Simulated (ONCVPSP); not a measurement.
**Configuration tests for Al (Z = 13) (ONCV)**

ONCVPSP 4.0.1 input, shortened (lines: element, Z, core and valence counts, functional; n l f; lmax; l rc ep ncon nbas qcut; lloc lpopt rc5 dvloc0; l nproj debl; icmod fcfact rcfact), PBE, scalar-relativistic:

```
  Al 13.00    3    2        4      upf
    1    0    2.00
    2    0    2.00
    2    1    6.00
    3    0    2.00
    3    1    0.50
    2
    0    1.65    0.00    4    7    3.40
    1    1.85    0.00    3    7    4.00
    2    1.95    0.05    5    9    4.40
    4    5    1.60    4.00
    0    1    0.80
    1    3    3.90
    2    3    2.50
    3    3.00    1.80
```

Energies are relative to the spin-unpolarised reference configuration 3s2 3p0.5; without spin polarisation the order of configurations can differ from experiment.

(1) Give the all-electron excitation energy and the error of the potential for: 3s2 3p1; 3s2 3p0; 3s1 3p0; 3s1 3p2.

Levels in the configuration 3s1 3p0:

| level | all-electron (eV) | pseudo (eV) |
| --- | --- | --- |
| 3s | -23.748 | -23.975 |

Results:

(1)

| valence configuration | charge | ΔE all-electron (eV) | error AE − PS (meV) |
| --- | --- | --- | --- |
| 3s2 3p1 | 0 | -2.086 | -2.2 |
| 3s2 3p0 | +1 | 3.676 | -6.8 |
| 3s1 3p0 | +2 | 22.901 | -120 |
| 3s1 3p2 | 0 | 3.054 | -11 |
